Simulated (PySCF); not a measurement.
# KBe: from constants to spectrum

TPSSh constants of KBe, ²Σ⁺ (doublet), unpaired electrons σ ↑ (basis K pcseg-2, Be pcseg-2; no relativity; PySCF 2.14; masses 38.9637 and 9.0122 u):

- ωe: 178.3 cm⁻¹
- ωexe: 2.54 cm⁻¹
- Be: 0.20252 cm⁻¹
- αe: 0.00334 cm⁻¹
- D (centrifugal): 1.05e-06 cm⁻¹
- De to K + Be: 0.357 eV

Q: Give the vibrational terms G(v) and spacings up to v = 6.

A: G(v) = ωe(v+½) − ωexe(v+½)².

```json
{"v": "0", "G(v) (cm⁻¹)": "89", "G(v) − G(v−1)": "", "Bv (cm⁻¹)": "0.2009"}
{"v": "1", "G(v) (cm⁻¹)": "262", "G(v) − G(v−1)": "173", "Bv (cm⁻¹)": "0.1975"}
{"v": "2", "G(v) (cm⁻¹)": "430", "G(v) − G(v−1)": "168", "Bv (cm⁻¹)": "0.1942"}
{"v": "3", "G(v) (cm⁻¹)": "593", "G(v) − G(v−1)": "163", "Bv (cm⁻¹)": "0.1908"}
{"v": "4", "G(v) (cm⁻¹)": "751", "G(v) − G(v−1)": "158", "Bv (cm⁻¹)": "0.1875"}
{"v": "5", "G(v) (cm⁻¹)": "904", "G(v) − G(v−1)": "153", "Bv (cm⁻¹)": "0.1842"}
{"v": "6", "G(v) (cm⁻¹)": "1052", "G(v) − G(v−1)": "148", "Bv (cm⁻¹)": "0.1808"}
```

Q: How well does the Morse estimate ωe²/(4ωexe) reproduce De, and what is D0?

A: It gives 0.388 eV, 109 % of the computed De. D0 = De − G(0) = 0.357 − 0.011 = 0.346 eV.

The bond is weak. Basis-set superposition, not corrected here, can be much of De in a small basis, most of all at correlated wavefunction levels. Functionals without a dispersion term scatter widely for such bonds, and LDA overbinds them. The state is the lowest determinant that a PBE0 search found; another state may lie lower at other levels.
